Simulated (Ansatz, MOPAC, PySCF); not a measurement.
Bond stretch in SiH, doublet.

- PM3, unrestricted, heats of formation (MOPAC)
- UKS-B3LYP/6-31G* = unrestricted B3LYP/6-31G*, spherical d (PySCF)
- UKS-B3LYP/3-21G = unrestricted B3LYP/3-21G (PySCF)
- FCI = full CI/cc-pVTZ, frozen core run with Ansatz (a program for electronic structure)

Energies relative to the lowest point of each curve near equilibrium, in kJ/mol; the last columns give the difference from FCI:

```json
[
 {"R / Å": "1.15", "PM3": "57.4", "UKS-B3LYP/6-31G*": "202.2", "UKS-B3LYP/3-21G": "215.4", "FCI": "191.2", "PM3 − FCI": "-133.7", "UKS-B3LYP/6-31G* − FCI": "11.0", "UKS-B3LYP/3-21G − FCI": "24.2"},
 {"R / Å": "1.22", "PM3": "39.6", "UKS-B3LYP/6-31G*": "119.9", "UKS-B3LYP/3-21G": "131.0", "FCI": "112.1", "PM3 − FCI": "-72.5", "UKS-B3LYP/6-31G* − FCI": "7.8", "UKS-B3LYP/3-21G − FCI": "18.9"},
 {"R / Å": "1.28", "PM3": "26.4", "UKS-B3LYP/6-31G*": "71.2", "UKS-B3LYP/3-21G": "80.2", "FCI": "65.6", "PM3 − FCI": "-39.2", "UKS-B3LYP/6-31G* − FCI": "5.6", "UKS-B3LYP/3-21G − FCI": "14.6"},
 {"R / Å": "1.38", "PM3": "9.1", "UKS-B3LYP/6-31G*": "22.7", "UKS-B3LYP/3-21G": "28.1", "FCI": "19.9", "PM3 − FCI": "-10.8", "UKS-B3LYP/6-31G* − FCI": "2.8", "UKS-B3LYP/3-21G − FCI": "8.2"},
 {"R / Å": "1.45", "PM3": "1.8", "UKS-B3LYP/6-31G*": "6.3", "UKS-B3LYP/3-21G": "9.3", "FCI": "5.0", "PM3 − FCI": "-3.2", "UKS-B3LYP/6-31G* − FCI": "1.3", "UKS-B3LYP/3-21G − FCI": "4.3"},
 {"R / Å": "1.48", "PM3": "0.2", "UKS-B3LYP/6-31G*": "2.6", "UKS-B3LYP/3-21G": "4.6", "FCI": "1.8", "PM3 − FCI": "-1.6", "UKS-B3LYP/6-31G* − FCI": "0.8", "UKS-B3LYP/3-21G − FCI": "2.8"},
 {"R / Å": "1.53", "PM3": "0.0", "UKS-B3LYP/6-31G*": "0.0", "UKS-B3LYP/3-21G": "0.3", "FCI": "0.0", "PM3 − FCI": "0.0", "UKS-B3LYP/6-31G* − FCI": "0.0", "UKS-B3LYP/3-21G − FCI": "0.3"},
 {"R / Å": "1.59", "PM3": "4.0", "UKS-B3LYP/6-31G*": "1.6", "UKS-B3LYP/3-21G": "0.0", "FCI": "2.4", "PM3 − FCI": "1.6", "UKS-B3LYP/6-31G* − FCI": "-0.8", "UKS-B3LYP/3-21G − FCI": "-2.4"},
 {"R / Å": "1.61", "PM3": "6.4", "UKS-B3LYP/6-31G*": "3.1", "UKS-B3LYP/3-21G": "0.8", "FCI": "4.1", "PM3 − FCI": "2.3", "UKS-B3LYP/6-31G* − FCI": "-1.0", "UKS-B3LYP/3-21G − FCI": "-3.3"},
 {"R / Å": "1.70", "PM3": "23.1", "UKS-B3LYP/6-31G*": "14.4", "UKS-B3LYP/3-21G": "9.2", "FCI": "16.2", "PM3 − FCI": "6.9", "UKS-B3LYP/6-31G* − FCI": "-1.8", "UKS-B3LYP/3-21G − FCI": "-7.0"},
 {"R / Å": "1.78", "PM3": "44.5", "UKS-B3LYP/6-31G*": "28.9", "UKS-B3LYP/3-21G": "21.2", "FCI": "31.2", "PM3 − FCI": "13.3", "UKS-B3LYP/6-31G* − FCI": "-2.3", "UKS-B3LYP/3-21G − FCI": "-10.0"},
 {"R / Å": "1.91", "PM3": "85.7", "UKS-B3LYP/6-31G*": "57.9", "UKS-B3LYP/3-21G": "46.4", "FCI": "60.6", "PM3 − FCI": "25.1", "UKS-B3LYP/6-31G* − FCI": "-2.7", "UKS-B3LYP/3-21G − FCI": "-14.2"},
 {"R / Å": "2.07", "PM3": "133.5", "UKS-B3LYP/6-31G*": "97.7", "UKS-B3LYP/3-21G": "82.6", "FCI": "99.9", "PM3 − FCI": "33.6", "UKS-B3LYP/6-31G* − FCI": "-2.2", "UKS-B3LYP/3-21G − FCI": "-17.3"},
 {"R / Å": "2.31", "PM3": "184.7", "UKS-B3LYP/6-31G*": "157.9", "UKS-B3LYP/3-21G": "140.0", "FCI": "156.8", "PM3 − FCI": "27.9", "UKS-B3LYP/6-31G* − FCI": "1.0", "UKS-B3LYP/3-21G − FCI": "-16.8"},
 {"R / Å": "2.52", "PM3": "215.4", "UKS-B3LYP/6-31G*": "204.8", "UKS-B3LYP/3-21G": "185.9", "FCI": "199.4", "PM3 − FCI": "15.9", "UKS-B3LYP/6-31G* − FCI": "5.4", "UKS-B3LYP/3-21G − FCI": "-13.5"},
 {"R / Å": "2.77", "PM3": "—", "UKS-B3LYP/6-31G*": "244.6", "UKS-B3LYP/3-21G": "242.8", "FCI": "238.5", "PM3 − FCI": "—", "UKS-B3LYP/6-31G* − FCI": "6.2", "UKS-B3LYP/3-21G − FCI": "4.3"},
 {"R / Å": "3.02", "PM3": "—", "UKS-B3LYP/6-31G*": "269.3", "UKS-B3LYP/3-21G": "272.0", "FCI": "264.7", "PM3 − FCI": "—", "UKS-B3LYP/6-31G* − FCI": "4.6", "UKS-B3LYP/3-21G − FCI": "7.3"},
 {"R / Å": "3.40", "PM3": "—", "UKS-B3LYP/6-31G*": "289.8", "UKS-B3LYP/3-21G": "295.5", "FCI": "285.9", "PM3 − FCI": "—", "UKS-B3LYP/6-31G* − FCI": "3.9", "UKS-B3LYP/3-21G − FCI": "9.6"},
 {"R / Å": "3.78", "PM3": "—", "UKS-B3LYP/6-31G*": "299.2", "UKS-B3LYP/3-21G": "306.1", "FCI": "294.0", "PM3 − FCI": "—", "UKS-B3LYP/6-31G* − FCI": "5.2", "UKS-B3LYP/3-21G − FCI": "12.1"},
 {"R / Å": "4.17", "PM3": "—", "UKS-B3LYP/6-31G*": "303.4", "UKS-B3LYP/3-21G": "310.8", "FCI": "297.1", "PM3 − FCI": "—", "UKS-B3LYP/6-31G* − FCI": "6.3", "UKS-B3LYP/3-21G − FCI": "13.8"},
 {"R / Å": "4.62", "PM3": "—", "UKS-B3LYP/6-31G*": "305.3", "UKS-B3LYP/3-21G": "312.9", "FCI": "298.3", "PM3 − FCI": "—", "UKS-B3LYP/6-31G* − FCI": "7.0", "UKS-B3LYP/3-21G − FCI": "14.6"},
 {"R / Å": "5.29", "PM3": "—", "UKS-B3LYP/6-31G*": "306.2", "UKS-B3LYP/3-21G": "313.7", "FCI": "298.7", "PM3 − FCI": "—", "UKS-B3LYP/6-31G* − FCI": "7.5", "UKS-B3LYP/3-21G − FCI": "15.0"},
 {"R / Å": "6.11", "PM3": "—", "UKS-B3LYP/6-31G*": "306.4", "UKS-B3LYP/3-21G": "313.8", "FCI": "298.9", "PM3 − FCI": "—", "UKS-B3LYP/6-31G* − FCI": "7.5", "UKS-B3LYP/3-21G − FCI": "14.9"}
]
```

PM3 is furthest from FCI at 1.15 (-133.7 kJ/mol, below); its mean absolute difference over the points is 25.8 kJ/mol.

UKS-B3LYP/6-31G* is furthest from FCI at 1.15 (11.0 kJ/mol, above); its mean absolute difference over the points is 4.1 kJ/mol.

UKS-B3LYP/3-21G is furthest from FCI at 1.15 (24.2 kJ/mol, above); its mean absolute difference over the points is 10.8 kJ/mol.

A dash means that the run gave no value there, or that the column was ended at a point which the program doubted or which failed a test of continuity chosen for this set; such a test can also cut sound points.

The unrestricted determinant behind UKS-B3LYP/6-31G*, UKS-B3LYP/3-21G is spin-contaminated at 2.52 to 6.11 Å (<S²> up to 1.8, against 0.75 for a pure doublet).
